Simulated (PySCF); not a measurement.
Isomers C6H11N3:

A. `CCc1cnn(CC)n1`
B. `InChI=1S/C6H11N3/c1-4(2)6-7-5(3)8-9-6/h4H,1-3H3,(H,7,8,9)`
C. `Cc1cnn(C(C)C)n1`

Spectrum 1. 13C{1H} NMR (computed): δ 154.1 (C), 136.8 (CH), 50.9 (CH2), 22.3 (CH2), 19.4 (CH3), 18.1 (CH3).

Spectrum 2. 13C{1H} NMR (computed): δ 144.9 (C), 138.0 (CH), 57.3 (CH), 23.8 (CH3), 12.2 (CH3).

Spectrum 3. 13C{1H} NMR (computed): δ 165.3 (C), 163.6 (C), 29.0 (CH), 21.2 (CH3), 16.0 (CH3).

[PySCF 2.14: shielding tensors at PBE0/pcSseg-1 (GIAO); PBE0-D3(BJ)/def2-SVP structure; equivalent nuclei averaged; no solvent model; relativity neglected; one conformer]

Shifts are taken against calculated references (same method and geometry level): 13C against TMS. Shifts are as computed. Against solution values, carbons near 30 ppm lie about +2 ppm off and those near 130 ppm about +5 ppm. Of 1313 compounds with measured shifts, 239 miss one by over three times the rms of a fit or turn the order of signals round; such compounds aren't used in these exercises.

Task: Which spectrum belongs to which compound?

Result: 1–A, 2–C, 3–B.

- Spectrum 1 (A): 6 13C signals; δC 50.9 is an sp3 CH2 bonded to N; δC 22.3 is an sp3 CH2 on an aromatic ring.
- Spectrum 2 (C): 5 13C signals; δC 57.3 is an sp3 CH bonded to N; δC 23.8 is a methyl carbon.
- Spectrum 3 (B): 5 13C signals; δC 29.0 is an sp3 CH on an aromatic ring; δC 21.2 is a methyl carbon.
